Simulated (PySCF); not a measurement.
Compound: C7H10N (charge +1).
Atom-mapped SMILES: `[CH:1]#[C:2]/[CH:3]=[N+:4](/[CH3:5])[CH2:6][CH:7]=[CH2:8]` (hydrogens: H9 on C1; H10 on C3; H11, H12, H13 on C5; H14, H15 on C6; H16 on C7; H17, H18 on C8)

Structure optimised with GFN2-xTB, isolated species.

Q: Give the optimised bond lengths and angles.

A: 
```csv
bond,length (Å)
C1≡C2,1.206
C2–C3,1.396
C3=N4,1.286
N4–C5,1.435
N4–C6,1.450
C6–C7,1.511
C7=C8,1.318
C1–H9,1.054
C3–H10,1.086
"C5–H11, C5–H12, C5–H13",1.091
"C6–H14, C6–H15",1.093
C7–H16,1.081
C8–H17,1.078
C8–H18,1.076
```

Bonds in one row agree within 0.01 Å and their mean is given. A selection of angles:
```csv
angle,degrees
C2–C1–H9,179.7
C1–C2–C3,177.8
C2–C3–N4,124.4
C2–C3–H10,116.3
N4–C3–H10,119.3
C3–N4–C5,122.2
C3–N4–C6,122.3
C5–N4–C6,115.4
N4–C5–H11,109.7
N4–C5–H12,111.6
H11–C5–H12,108.9
H11–C5–H13,107.8
N4–C6–C7,109.8
N4–C6–H14,108.9
C7–C6–H14,109.7
H14–C6–H15,109.6
C6–C7–C8,123.5
C6–C7–H16,114.8
C8–C7–H16,121.6
C7–C8–H17,122.5
C7–C8–H18,121.3
H17–C8–H18,116.2
```

Dihedral angles: C2–C3–N4–C5 180° (antiperiplanar); C3–N4–C6–C7 98° (anticlinal); N4–C6–C7–C8 120° (anticlinal). The mirror-image conformer, all signs reversed, is as good.

C7 (alkene CH carbon) is planar (angles 123.5°, 121.6° and 114.8°, sum 360.0°, 0.01 Å off the plane of its three neighbours). The 3 C–N bonds span 1.286 Å (C3=N4, drawn double) to 1.450 Å (N4–C6, drawn single), a spread of 0.164 Å. C3 (C=N carbon) is planar (angles 124.4°, 119.3° and 116.3°, sum 360.0°, 0.00 Å off the plane of its three neighbours). C8 (terminal =CH2 carbon) is planar (angles 122.5°, 121.3° and 116.2°, sum 360.0°, 0.01 Å off the plane of its three neighbours). N4 (nitrogen bonded to 3 C) is planar (angles 122.3°, 122.2° and 115.4°, sum 359.9°, 0.02 Å off the plane of its three neighbours). Of the pairs four or more bonds apart, C2···H15 is among the closest relative to their van der Waals radii: 2.43 Å, 84 % of the sum of Bondi's values. The C–C distances run from 1.206 Å (C1≡C2, drawn triple) to 1.511 Å (C6–C7, drawn single), a spread of 0.305 Å.

Point group: C1 (no symmetry element, even within 0.4 Å). Not checked by GFN2-xTB frequencies.

The numbers are calculated, not measured.
